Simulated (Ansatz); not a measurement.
The cluster Te5W3. Charge 0, multiplicity 3. Geometry PBE-D4/def2-SVP; atoms count from 1.

Cartesian coordinates in Å:
```
W 0.4307 1.1651 -0.3154
W -0.0678 -0.9256 1.4244
W -0.7629 -1.3721 -0.7327
Te -1.2929 -3.4007 0.8701
Te 0.6256 3.6067 -0.9233
Te -2.1362 0.6160 0.5159
Te 1.0281 -0.2964 -2.4534
Te 2.1754 0.6070 1.6143
```

In the def2 sets Te, W take a core potential; there is no spin–orbit coupling. At PBE0-D4/def2-SVP a singlet of charge 0 lies 0.65 eV below the triplet, each at its own geometry. The structure comes from a short search, and lower isomers may exist.

(1) Estimate the Mulliken populations from the PBE0/def2-SVP orbitals of Ansatz.

(2) Where does the spin sit?

(3) And the Mayer bond orders between heavy atoms (over 0.3)?

Answers

(1) 
```json
{"atom": "W1", "charge (e)": "0.13", "spin (α − β)": "0.28", "d electrons": "4.87"}
{"atom": "W2", "charge (e)": "0.38", "spin (α − β)": "1.28", "d electrons": "4.78"}
{"atom": "W3", "charge (e)": "0.36", "spin (α − β)": "-0.27", "d electrons": "4.79"}
{"atom": "Te4", "charge (e)": "-0.21", "spin (α − β)": "0.12", "d electrons": "–"}
{"atom": "Te5", "charge (e)": "-0.10", "spin (α − β)": "0.39", "d electrons": "–"}
{"atom": "Te6", "charge (e)": "-0.18", "spin (α − β)": "-0.04", "d electrons": "–"}
{"atom": "Te7", "charge (e)": "-0.17", "spin (α − β)": "0.08", "d electrons": "–"}
{"atom": "Te8", "charge (e)": "-0.21", "spin (α − β)": "0.15", "d electrons": "–"}
```
Mulliken values depend strongly on the basis.

(2) Summed by element: W 1.29, Te 0.71, of 2 unpaired in all. Largest on single atoms: W2 1.28, Te5 0.39, W1 0.28.

(3) W1–W2 0.61 (2.77 Å); W1–W3 0.55 (2.83 Å); W1–Te5 1.90 (2.52 Å); W1–Te6 0.81 (2.75 Å); W1–Te7 1.11 (2.66 Å); W1–Te8 1.17 (2.66 Å); W2–W3 2.11 (2.31 Å); W2–Te4 0.81 (2.82 Å); W2–Te6 0.79 (2.73 Å); W2–Te8 0.92 (2.72 Å); W3–Te4 1.31 (2.64 Å); W3–Te6 0.84 (2.72 Å); W3–Te7 1.01 (2.71 Å).
